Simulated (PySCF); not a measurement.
CsH⁺: frontier orbitals

UHF at R = 3.664 Å; PySCF, scalar-relativistic core potentials, basis sets Cs def2-SVPD with ECP46, H def2-SVPD. State: ²Σ⁺ (doublet), unpaired electrons σ ↑. Only the outer orbitals are listed, counted within each symmetry, core potentials removing the inner ones.

```tsv
spin	orbital	occ.	ε (eV)	on Cs (%)	main shells (%)
α	1σ	1	-40.72	100	100 Cs s
α	2σ	1	-23.38	100	100 Cs p
α	1π	1	-23.37	100	100 Cs p
α	1π	1	-23.37	100	100 Cs p
α	3σ	1	-17.53	1	99 H s
α	4σ	0	-3.35	100	97 Cs s
α	2π	0	-2.27	100	99 Cs p
α	2π	0	-2.27	100	99 Cs p
β	1σ	1	-40.71	100	100 Cs s
β	1π	1	-23.37	100	100 Cs p
β	1π	1	-23.37	100	100 Cs p
β	2σ	1	-23.36	100	100 Cs p
β	3σ	0	-3.62	90	85 Cs s, 10 H s
β	4σ	0	-2.72	80	59 Cs p, 20 H s, 11 Cs s
β	2π	0	-2.25	100	100 Cs p
```

Q: Which are the highest filled and the lowest empty level, where do they sit, and how wide is the gap?

A: Highest filled α 3σ at -17.53 eV (in %: 99 H s); lowest empty β 3σ at -3.62 eV (in %: 85 Cs s, 10 H s); the gap at UHF is 13.91 eV.

- bond order (Mayer): 0.01
- ⟨S²⟩: 0.750
- charge on Cs (Mulliken, basis-dependent): 0.99
- charge on Cs (Löwdin, basis-dependent): 0.94
- dipole moment (positive dipole points towards H; it is taken about the centre of mass and depends on that origin): 0.12 D
- polarisability along the bond: 20.3 bohr³
- polarisability across the bond: 18.8 bohr³

Spin–orbit coupling is left out. The state is the lowest determinant that a PBE0 search found; another state may lie lower at other levels.
